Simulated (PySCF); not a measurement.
# Correlation energy of Zn²⁺ (zinc, charge +2)

[Ar] 3d9 4s1, high-spin 3D determinant (an excited configuration). Calculation: PySCF 2.14, in x2c-TZVPPall (6s5p4d2f1g, 64 functions); scalar relativity by spin-free X2C-1e. Frozen: [Ar]; 10 electrons correlated.

```tsv
level	correlation energy (mhartree)
CCSD	-322.00
(T)	-5.71
CCSD(T)	-327.71
```

Diagnostics: T1 = 0.0065, D1 = 0.0170, largest double amplitude 0.014.

Cost of the coupled-cluster step: roughly 6 core-seconds, for 10 correlated electrons.

Iterations:

```
CC2 = 0
CCSD nocc = (np.int64(6), np.int64(4)), nmo = (55, 55)
frozen orbitals [[0, 1, 2, 3, 4, 5, 6, 7, 8], [0, 1, 2, 3, 4, 5, 6, 7, 8]]
max_cycle = 100
direct = 0
conv_tol = 1e-08
conv_tol_normt = 1e-06
diis_space = 8
diis_start_cycle = 0
Init t2, MP2 energy = -0.339607711513435
Init E_corr(UCCSD) = -0.339607711527453
cycle = 1  E_corr(UCCSD) = -0.317260507647464  dE = 0.0223472039  norm(t1,t2) = 0.0381464
cycle = 2  E_corr(UCCSD) = -0.322269341945165  dE = -0.0050088343  norm(t1,t2) = 0.0104493
cycle = 3  E_corr(UCCSD) = -0.321745327568971  dE = 0.000524014376  norm(t1,t2) = 0.00410084
cycle = 4  E_corr(UCCSD) = -0.321968290509146  dE = -0.00022296294  norm(t1,t2) = 0.00155577
cycle = 5  E_corr(UCCSD) = -0.322012903762524  dE = -4.46132534e-05  norm(t1,t2) = 0.000407418
cycle = 6  E_corr(UCCSD) = -0.32199789645812  dE = 1.50073044e-05  norm(t1,t2) = 0.000147654
cycle = 7  E_corr(UCCSD) = -0.321996956226854  dE = 9.40231266e-07  norm(t1,t2) = 4.41989e-05
cycle = 8  E_corr(UCCSD) = -0.321998206685827  dE = -1.25045897e-06  norm(t1,t2) = 1.18716e-05
cycle = 9  E_corr(UCCSD) = -0.321997797334644  dE = 4.09351183e-07  norm(t1,t2) = 3.35935e-06
cycle = 10  E_corr(UCCSD) = -0.321997821006659  dE = -2.36720146e-08  norm(t1,t2) = 7.62341e-07
cycle = 11  E_corr(UCCSD) = -0.32199783765659  dE = -1.66499312e-08  norm(t1,t2) = 2.39147e-07
cycle = 12  E_corr(UCCSD) = -0.321997834051471  dE = 3.60511848e-09  norm(t1,t2) = 7.45272e-08
UCCSD converged
E(UCCSD) = -1793.372033274027  E_corr = -0.3219978340514713
UCCSD(T) correction = -0.0057073614316138
```
